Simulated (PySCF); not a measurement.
## A survey of 19F NMR shifts

[PySCF 2.14.0 with density-fitted response routines: NMR shieldings at PBE0/pcSseg-1/GIAO; geometry from GFN2-xTB; no solvent; one averaged value for each set of equivalent atoms; a single conformation; non-relativistic Hamiltonian]

Shieldings were converted by a linear fit to measured shifts: 19F: δ = 146.13 − 0.903σ +14.6 on sp3 carbon (rms 6.0 ppm, 223 shifts, 7.0 ppm with the 5 outliers that the fit left out vs CFCl3, solution or neat liquid). A few per cent of atoms miss by over 2 rms, more outside the fitted compound classes.

**Question.** Give the 19F shifts of `CC1=CCO[C@]1(F)CF`, `FC(F)[C@H]1CCC=CO1`, `C=CC[C@@H](CF)C(=O)O[SiH3]`.

**Answer.** 
```json
{"compound": "[CH3:1][C:2]1=[CH:3][CH2:4][O:5][C@:6]1([F:7])[CH2:8][F:9]", "environment": "F7: fluorine on an sp3 carbon", "δ (ppm)": "-100.7"}
{"compound": "[CH3:1][C:2]1=[CH:3][CH2:4][O:5][C@:6]1([F:7])[CH2:8][F:9]", "environment": "F9: fluorine on an sp3 carbon", "δ (ppm)": "-231.7"}
{"compound": "[F:1][CH:2]([F:3])[C@H:4]1[CH2:5][CH2:6][CH:7]=[CH:8][O:9]1", "environment": "F1: fluorine of a CF2 group", "δ (ppm)": "-123.4"}
{"compound": "[F:1][CH:2]([F:3])[C@H:4]1[CH2:5][CH2:6][CH:7]=[CH:8][O:9]1", "environment": "F3: fluorine of a CF2 group", "δ (ppm)": "-132.5"}
{"compound": "C=CC[C@@H](CF)C(=O)O[SiH3]", "environment": "fluorine on an sp3 carbon", "δ (ppm)": "-218.2"}
```

**Question.** Match the shifts -11.6, -161.9, -226.1 ppm to `COC[Si@@H]1COC=C[C@H]1F`, `C#CC/P=C(/C)F`, `C=C(C)[C@@H]1C[C@@H](F)S1(=O)=O`.

**Answer.** -11.6: C#CC/P=C(/C)F (fluorine bonded to C); -161.9: C=C(C)[C@@H]1C[C@@H](F)S1(=O)=O (fluorine on an sp3 carbon); -226.1: COC[Si@@H]1COC=C[C@H]1F (fluorine on an sp3 carbon).
